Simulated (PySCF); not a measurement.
**Computed properties of Te(OMe)2 (C2H6O2Te), SMILES CO[Te]OC**

Te(OMe)2 (C2H6O2Te), SMILES CO[Te]OC. Geometry optimised at PBE0-D3(BJ)/def2-SVP. The def2 effective core potentials stand for the cores of Te; spin–orbit coupling is left out. Other conformers were not sampled. All values are computed for the isolated molecule unless a solvent is named; none is compared with measurement here.

**Structure.** The optimised structure has C2 symmetry. All 27 harmonic modes at PBE0-D3(BJ)/def2-SVP (PySCF) are real, so it is a minimum. With heavy atoms numbered as in [Te:1]([O:2][CH3:3])[O:7][CH3:8], the shortest bond between them is O2–C3 at 1.408 Å and the longest Te1–O2 at 1.987 Å.

**Vibrations.** The strongest infrared lines (harmonic, unscaled, degenerate partners summed) lie at 1100 cm⁻¹ (210 km/mol, O 49 %, C 46 %), 3013 cm⁻¹ (114 km/mol, H 97 %), 1113 cm⁻¹ (74 km/mol, O 50 %, C 43 %). The softest mode is at 63 cm⁻¹ and the zero-point energy is 52.3 kcal/mol.

**Electronic structure.** HF/def2-TZVP (PySCF) places the frontier levels at -8.71 and 1.52 eV, a gap of 10.23 eV, and gives a dipole moment of 0.48 D and a mean polarisability of 65.0 bohr³. PBE/def2-TZVP (PySCF) at the same geometry gives -5.03 and -2.54 eV, so its gap is 7.74 eV narrower. An orbital gap is neither the optical nor the fundamental gap.

**Excitations.** TDA-M06-2X/def2-SVPD (PySCF) has S1 at 3.00 eV (414 nm, f = 0.000, dark); the most intense of the 10 singlets computed lies at 6.62 eV (f = 0.18). T1 (TDA) is at 2.28 eV, 0.72 eV under S1. TDA-PBE/def2-SVPD (PySCF) puts S1 at 2.81 eV.
